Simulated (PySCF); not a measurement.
# Vertical excitation energies

Species: C4H9PSi2.
Cartesian coordinates in Å at the GFN2-xTB level; atoms count from 1:
```
atom  x, y, z in Å
C1     3.0633   -0.2888   -1.3354
C2     2.2932   -0.2447   -0.4125
Si3    1.0550   -0.1179    0.9610
C4    -0.4265   -1.2634    0.5458
C5    -1.3513   -0.5969   -0.4716
Si6   -1.7587    1.1996    0.0577
P7     0.1103    1.9283    1.0646
H8     3.7461   -0.3395   -2.1349
H9     1.7004   -0.4585    2.2334
H10   -0.9832   -1.4591    1.4652
H11   -0.0842   -2.2305    0.1742
H12   -2.2625   -1.1837   -0.5967
H13   -0.8544   -0.5802   -1.4451
H14   -2.8296    1.2141    1.0607
H15   -2.1338    2.0201   -1.0953
H16    0.7084    2.4098   -0.0826
```

Computed, not measured: PySCF 2.14.0, density-fitted response routines, TDDFT B3LYP/def2-SVPD, vertical, gas phase, core orbitals frozen in the response.

**Question.** What does the calculation give for the low-lying excited states?

**Answer.** 

```tsv
state	E (eV)	λ (nm)	ν̃ (cm⁻¹)	f	main configurations (H = HOMO, L = LUMO)
S1	5.12	242.4	41260	0.013	H→L (96%)
S2	5.71	217.3	46020	0.025	H→L+1 (80%)
S3	5.89	210.6	47490	0.016	H-2→L (48%), H→L+2 (32%)
S4	5.95	208.6	47950	0.025	H→L+2 (51%), H-2→L (15%), H-1→L (15%)
S5	6.08	203.8	49060	0.024	H-1→L (38%), H-2→L (20%), H-1→L+1 (14%)
S6	6.29	197.3	50700	0.022	H-1→L+1 (46%), H-2→L+1 (9%), H→L+1 (8%)
S7	6.34	195.6	51140	0.033	H→L+3 (69%), H-1→L+1 (13%)
S8	6.58	188.5	53050	0.023	H→L+4 (56%), H-3→L (10%), H-1→L (9%)
```

Triplets, Tamm–Dancoff:

```json
{"state": "T1", "E (eV)": "4.68", "λ (nm)": "264.9", "main configurations (H = HOMO, L = LUMO)": "H→L (82%)"}
{"state": "T2", "E (eV)": "5.04", "λ (nm)": "246.0", "main configurations (H = HOMO, L = LUMO)": "H-1→L (24%), H-2→L+1 (19%), H→L (9%)"}
{"state": "T3", "E (eV)": "5.28", "λ (nm)": "234.7", "main configurations (H = HOMO, L = LUMO)": "H→L+1 (46%), H-2→L (10%), H-1→L (10%)"}
```

The lowest singlet comes at 242 nm (494 kJ/mol) in the ultraviolet; it is weak; its leading configuration is HOMO→LUMO (96%). The strongest level in the table is S7 at 6.34 eV (196 nm, f = 0.033). Löwdin shares by element: HOMO phosphorus 59%, silicon 15%, hydrogen 6% or more (atoms not listed hold the other 19%); LUMO carbon 28% or more, phosphorus 19%, silicon 18% or more (atoms not listed hold the other 35%). Weighted by f, the mean energy of these states is 6.06 eV. The listed states span 1.46 eV, and the widest gap between neighbours is 0.59 eV (S1 to S2). The oscillator strengths of these states sum to 0.180; summed over the whole spectrum of an exact calculation they would give the number of electrons, 76 (Thomas–Reiche–Kuhn). The window holds the lowest 8 singlets.

One conformer stands for the species.
